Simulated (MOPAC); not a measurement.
MOPAC input (PM7):

```
PM7 PRECISE GNORM=0.05 LET XYZ UHF MS=0.5 GEO-OK AUX(PRECISION=9) THREADS=1
FSr

Sr   -0.00000000 1   -0.00000000 1   -0.40177766 1
F     0.00000000 1    0.00000000 1    1.69639455 1
```

Output:

```
 *******************************************************************************
 **                                                                           **
 **                              MOPAC v23.2.5                                **
 **                                                                           **
 *******************************************************************************
 ** MOPAC's Digital Object Identifier: https://doi.org/10.5281/zenodo.6511958 **
 **                                                                           **
 ** Please cite the open-source release paper for use of this MOPAC version:  **
 ** J. E. Moussa and J. J. P. Stewart (2026)                                  **
 ** MOPAC: An open-source semiempirical molecular orbital program             **
 ** J. Open Source Softw., 11(119), 8025, https://doi.org/10.21105/joss.08025 **
 *******************************************************************************

                              PM7 CALCULATION RESULTS

 *******************************************************************************
 *  PM7        - The PM7 Hamiltonian to be used
 *  GEO-OK     - OVERRIDE INTERATOMIC DISTANCE AND OTHER SAFETY CHECKS
 *  UHF        - UNRESTRICTED HARTREE-FOCK CALCULATION
 *  MS=        - IN MECI, MAGNETIC COMPONENT OF SPIN =  0.5
 *  LET        - OVERRIDE SOME SAFETY CHECKS
 *  PRECISE    - TIGHTER CRITERIA TO BE USED
 *  XYZ        - CARTESIAN COORDINATE SYSTEM TO BE USED
 *  GNORM      - EXIT WHEN GRADIENT NORM DROPS BELOW 0.050
 *  AUX        - OUTPUT AUXILIARY INFORMATION
 *******************************************************************************
PM7 PRECISE GNORM=0.05 LET XYZ UHF MS=0.5 GEO-OK AUX(PRECISION=9) THREADS=1
 FSr

   ATOM   CHEMICAL          X               Y               Z
  NUMBER   SYMBOL      (ANGSTROMS)     (ANGSTROMS)     (ANGSTROMS)

     1      Sr         -0.00000000  *  -0.00000000  *  -0.40177766  *
     2       F          0.00000000  *   0.00000000  *   1.69639455  *

          CARTESIAN COORDINATES

    NO.       ATOM           X           Y           Z

     1        Sr         -0.0000     -0.0000     -0.4018
     2         F          0.0000      0.0000      1.6964

 General Reference for PM7:
 "Optimization of Parameters for Semiempirical Methods VI: More Modifications to the
 NDDO Approximations and Re-optimization of Parameters", J. J. P. Stewart, J. Mol. Mod., 1:32, 19 (2013)
 https://link.springer.com/article/10.1007/s00894-012-1667-x

           Empirical Formula: Sr F  =     2 atoms

      MOLECULAR POINT GROUP   :   C*v

          UHF CALCULATION, NO. OF ALPHA ELECTRONS =    5
                           NO. OF BETA  ELECTRONS =    4

          Geometry optimization using EF

          DIAGONAL MATRIX USED AS START HESSIAN

 CYCLE:     1  GRAD.:    96.642 HEAT: -66.52889
 CYCLE:     2  GRAD.:    63.043 HEAT: -84.22685
 CYCLE:     3  GRAD.:   403.635 HEAT: -55.89811
 CYCLE:     4  GRAD.:    40.779 HEAT: -86.23398
 CYCLE:     5  GRAD.:    23.931 HEAT: -86.96603
 CYCLE:     6  GRAD.:     5.610 HEAT: -87.27736
 CYCLE:     7  GRAD.:     0.562 HEAT: -87.29242
 CYCLE:     8  GRAD.:     0.020 HEAT: -87.29258

     GRADIENT =  0.01968 IS LESS THAN CUTOFF =  0.05000

 -------------------------------------------------------------------------------
 PM7 PRECISE GNORM=0.05 LET XYZ UHF MS=0.5 GEO-OK AUX(PRECISION=9) THREADS=1
 FSr

     GEOMETRY OPTIMISED USING EIGENVECTOR FOLLOWING (EF).
     SCF FIELD WAS ACHIEVED

                              PM7 CALCULATION
                                                       MOPAC v23.2.5 Linux

          FINAL HEAT OF FORMATION =        -87.29258 KCAL/MOL =    -365.23216 KJ/MOL

          COSMO AREA              =        148.71 SQUARE ANGSTROMS
          COSMO VOLUME            =        170.52 CUBIC ANGSTROMS

          GRADIENT NORM           =          0.01968          =       0.01392 PER ATOM
          IONIZATION POTENTIAL    =          5.519219 EV
          ALPHA SOMO LUMO (EV)    =         -5.519  0.118
          BETA  SOMO LUMO (EV)    =        -12.450  0.138
          NO. OF ALPHA ELECTRONS  =          5
          NO. OF BETA  ELECTRONS  =          4
          MOLECULAR WEIGHT        =        106.6184         POINT GROUP:  C*v

          MOLECULAR DIMENSIONS (Angstroms)

            Atom       Atom       Distance
            F     2   Sr     1     1.69224
            F     2   Sr     1     0.00000
           Sr     1    F     2     0.00000

          SCF CALCULATIONS        =          9

   ATOM   CHEMICAL          X               Y               Z
  NUMBER   SYMBOL      (ANGSTROMS)     (ANGSTROMS)     (ANGSTROMS)

     1      Sr          0.00000000  *   0.00000000  *  -0.19881139  *
     2       F         -0.00000000  *  -0.00000000  *   1.49342828  *

                             CARTESIAN COORDINATES

   1   Sr        0.000000000     0.000000000    -0.198811389
   2    F       -0.000000000    -0.000000000     1.493428279

           Empirical Formula: Sr F  =     2 atoms

      MOLECULAR POINT GROUP   :   C*v

          ALPHA EIGENVALUES
 -35.51624 -12.82026 -12.82026 -12.53483  -5.51922   0.11837   0.11837   1.73357

           BETA EIGENVALUES
 -35.50260 -12.79912 -12.79912 -12.45019   0.13815   0.54651   0.54651   2.14856

              NET ATOMIC CHARGES AND DIPOLE CONTRIBUTIONS

  ATOM NO.   TYPE          CHARGE      No. of ELECS.   s-Pop       p-Pop
    1         Sr           0.617664        1.3823     0.83393     0.54840
    2          F          -0.617664        7.6177     1.98125     5.63642
 DIPOLE           X         Y         Z       TOTAL
 POINT-CHG.     0.000     0.000    -5.020     5.020
 HYBRID         0.000    -0.000     1.205     1.205
 SUM            0.000    -0.000    -3.816     3.816

          ATOMIC ORBITAL ELECTRON POPULATIONS

     Atom    s        px        py        pz
    1 Sr   0.83393   0.00664   0.00664   0.53513
    2  F   1.98125   1.99336   1.99336   1.64969

                    (SZ)    =    0.500000
                    (S**2)  =    0.750280

          ATOMIC ORBITAL SPIN POPULATIONS

    Atom   Total    s     px     py     pz
         Atomic
    1 Sr  1.0057  0.646  0.000  0.000  0.359
    2  F -0.0057  0.003 -0.000 -0.000 -0.008

 **********************
 *                    *
 * JOB ENDED NORMALLY *
 *                    *
 **********************

 == MOPAC DONE ==
```
